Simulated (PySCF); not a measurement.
## How methods differ on the excitation energy of Ir

Ir [Xe] 4f14 5d7 6s2 (4F) → Ir [Xe] 4f14 5d6 6s2 6p1 (high-spin determinant), as a difference of total energies. All numbers are calculated (PySCF 2.14, a scalar-relativistic core potential, in def2-TZVPPD with the def2 core potential (60 electrons) (6s5p3d2f1g, 59 functions)). Correlated levels: valence: 5s2 5p6 frozen; valence and next inner shell: nothing frozen outside the core potential. The calculations carry no spin-orbit coupling.

| method | excitation energy (cm⁻¹) |
| --- | --- |
| UHF | 36630 |
| LDA | 47091 |
| PBE | 47052 |
| PBE0 | 45667 |
| r2SCAN | 46322 |
| wB97X | 46158 |
| PW91 | 47296 |
| M06-L | 47801 |
| BP86 | 47508 |
| MP2 (valence) | 45314 |
| SCS-MP2 (valence) | 46943 |
| MP2 (valence and next inner shell) | 43953 |
| SCS-MP2 (valence and next inner shell) | 44643 |

The determinant of the upper state mixes LS terms, which raises its energy above the lowest term, most at the Hartree-Fock and MP2 levels.
